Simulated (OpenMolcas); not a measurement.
SiN2H4F (SMILES N[Si](N)F): methods side by side

SiN2H4F has 8 atoms, charge 0, and is taken as a doublet. As SMILES, `N[Si](N)F`. Geometry: relaxed at PBE0-D4/def2-TZVP. This is one conformer, not always the lowest.

Each level gives the vertical electron affinity (to the singlet anion) (eV). The values are calculated.

The electron affinity is E(neutral) − E(anion): positive where the electron is bound.

```json
{"level": "U-revPBE/def2-SVPD", "kind": "GGA", "program": "OpenMolcas", "value (eV)": "0.19", "CPU time (all runs)": "2.8 min"}
{"level": "UBLYP/def2-SVPD", "kind": "GGA", "program": "OpenMolcas", "value (eV)": "0.27", "CPU time (all runs)": "2.7 min"}
{"level": "UPBE/def2-SVPD", "kind": "GGA", "program": "OpenMolcas", "value (eV)": "0.28", "CPU time (all runs)": "2.8 min"}
{"level": "U-r2SCAN/def2-SVPD", "kind": "meta-GGA", "program": "OpenMolcas", "value (eV)": "0.06", "CPU time (all runs)": "3.3 min"}
{"level": "UM06-L/def2-SVPD", "kind": "meta-GGA", "program": "OpenMolcas", "value (eV)": "0.02", "CPU time (all runs)": "3.4 min"}
{"level": "UTPSS/def2-SVPD", "kind": "meta-GGA", "program": "OpenMolcas", "value (eV)": "0.17", "CPU time (all runs)": "3.9 min"}
{"level": "UB3LYP/def2-SVPD", "kind": "global hybrid", "program": "OpenMolcas", "value (eV)": "0.34", "CPU time (all runs)": "2.4 min"}
{"level": "UPBE0/def2-SVPD", "kind": "global hybrid", "program": "OpenMolcas", "value (eV)": "0.16", "CPU time (all runs)": "2.5 min"}
```

Where it was recorded, the anion's HOMO is positive in every row: a fault of the level (basis or self-interaction), which says nothing on whether the real anion is bound. The values span 0.02 to 0.34 eV. Times are those of the runs behind each value, whatever else they computed, on shared processors of several kinds: orders of magnitude only.
